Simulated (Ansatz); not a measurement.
Basis-set series for CH2Cl2GaN, SMILES `C=[N][Ga]([Cl])[Cl]`. Total charge 0; spin multiplicity 1. The geometry is a stationary point of PBE0-D4/def2-TZVP. It is one conformer, not always the lowest.

Z-matrix (Å, degrees):
```
C
N 1 1.263
H 1 1.098 2 119.0
H 1 1.100 2 125.7 3 -180.0
Ga 2 1.861 1 117.5 3 180.0
Cl 5 2.139 2 120.8 1 0.0
Cl 5 2.116 2 121.4 1 -180.0
```

```csv
functional,basis,functions,energy (Eh),HOMO (eV),LUMO (eV)
PBE0-D4,def2-TZVPP,222,-2938.81646,-7.53,-1.95
PBE0-D4,def2-QZVPP,403,-2938.89201,-7.57,-1.99
ωB97M-V,def2-TZVPP,222,-2939.29745,-9.78,0.03
ωB97M-V,def2-QZVPP,403,-2939.36994,-9.83,-0.04
```

Q: Give the rows for def2-SVP. (Best estimate.)

A: Ansatz gave: 
| functional | basis | functions | energy (Eh) | HOMO (eV) | LUMO (eV) |
| --- | --- | --- | --- | --- | --- |
| PBE0-D4 | def2-SVP | 106 | -2938.14554 | -7.41 | -1.83 |
| ωB97M-V | def2-SVP | 106 | -2938.62796 | -9.64 | 0.20 |

Positive LUMOs are unbound and depend on the basis. Scalar relativity is left out up to krypton.
